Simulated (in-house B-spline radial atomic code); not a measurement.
Results of a calculation; reference values are marked as such.
Stopping and range of 2 keV Cu in InSb

The pair potential comes from two frozen, spherical free-atom densities (PBE, B-spline radial code, scalar-relativistic past argon): electrostatics plus the change in Thomas-Fermi kinetic and Dirac exchange energy where they overlap, the recipe behind the universal ZBL potential, which averages such potentials (from solid-state densities) over many pairs. It is written V = (Z1 Z2 e²/r) φ(r/a), with e² = 14.3996 eV·Å and a = 0.46850 Å/(Z1^0.23 + Z2^0.23); ZBL's fit is φ = 0.18175 e^(−3.1998x) + 0.50986 e^(−0.94229x) + 0.28022 e^(−0.4029x) + 0.02817 e^(−0.20162x). Where φ falls below 4e-4 it is continued as an exponential.

The target is taken as amorphous, with density 5.77 g/cm³ (NSM archive of the Ioffe Institute); channelling is ignored. Masses: Cu 63.55, In 114.82, Sb 121.76 u. Nuclear stopping is S_n = 4π a Z1 Z2 e² M1/(M1 + M2) × s_n(ε), with s_n integrated over impact parameters for each pair. Electronic stopping is Lindhard and Scharff's S_e = Z1^(1/6) 8π e² a0 Z1 Z2/(Z1^(2/3) + Z2^(2/3))^(3/2) × v/v0, with a0 = 0.529177 Å and v = v0 at 24.801 keV/u; it misses the oscillations with Z1 seen in experiment, which reach tens of per cent. Compounds add by atom fraction.

```tsv
target atom	a (Å)	ε at this energy	s_n, this pair	s_n, ZBL potential
In	0.10147	0.006384	0.1375	0.1366
Sb	0.10098	0.006231	0.1359	0.1352
```

Question: What are the atom density and the stopping powers at entry?

Answer: N = 5.77 × 0.602214/118.29 = 0.02938 atoms/Å³. For In: S_n = 9296 × 0.1375 = 1278 eV·Å², S_e = 3.4832 × √2000 = 155.8 eV·Å². For Sb: S_n = 9268 × 0.1359 = 1260 eV·Å², S_e = 3.5408 × √2000 = 158.4 eV·Å². Averaged over the target's atoms (half each) and times N × 10 Å/nm, the ion loses N S_n = 373 eV/nm to recoils and N S_e = 46.1 eV/nm to electrons; the nuclear share is 89 %.

Along the track:

```json
{"E (keV)": "0.1", "N S_n (eV/nm)": "77.9", "N S_e (eV/nm)": "10.3"}
{"E (keV)": "0.3", "N S_n (eV/nm)": "146", "N S_e (eV/nm)": "17.9"}
{"E (keV)": "0.6", "N S_n (eV/nm)": "211", "N S_e (eV/nm)": "25.3"}
{"E (keV)": "1", "N S_n (eV/nm)": "272", "N S_e (eV/nm)": "32.6"}
{"E (keV)": "1.5", "N S_n (eV/nm)": "329", "N S_e (eV/nm)": "40"}
{"E (keV)": "2", "N S_n (eV/nm)": "373", "N S_e (eV/nm)": "46.1"}
```

Question: Estimate the path length and the projected range.

Answer: With continuous slowing down the path is the integral of dE/(N (S_n + S_e)). Trapezoids over the table give 7.57 nm, and the stretch below the first row, with stopping taken as √E, adds 2E/(N S) = 2.3 nm: 9.84 nm in all, against 9.28 nm on a fine grid from 5 eV, a cut that itself drops some per cent of so short a path. Deflections shorten the depth: to first order in the energy passed on, N (S_n + S_e) dR_p/dE = 1 − N S_n (M2/M1) R_p/(2E), summed over the target's atoms, and integrating this on the fine grid gives R_p = 3.54 nm, 0.38 of the path. Lindhard's rule of thumb R/(1 + M2/3M1), with mean M2/M1 = 1.86, gives 5.73 nm. On the ZBL potential the same equation gives 3.55 nm, and the full integral equation, which keeps hard collisions, 3.56 nm.
